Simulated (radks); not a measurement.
Task: Coulomb parameter of the 4f shell of the europium ion Eu+ in the model configuration [Xe] 4f6 5d1 6s1, as a second difference U = [E(n + 0.25) + E(n - 0.25) - 2 E(n)] / (0.25)^2 with all orbitals relaxed. "Bare": the charge of the atom changes with n. "Screened": the 5d shell takes up the change at fixed total charge, which measures U(4f,4f) + U(5d,5d) - 2 U(4f,5d). Method: scalar-relativistic Kohn-Sham, r2SCAN, spin-unpolarised, spherical densities, finite nucleus; meta-GGA in the generalised Kohn-Sham scheme; Fermi nuclear charge, rms radius 5.1115 fm; computed with a radial shooting solver on a logarithmic mesh with Libxc functionals. Estimate both.

Result: U(bare) = 15.305 eV, U(screened by 5d) = 4.875 eV, against the Slater integral F0(4f,4f) = 28.565 eV with frozen orbitals.
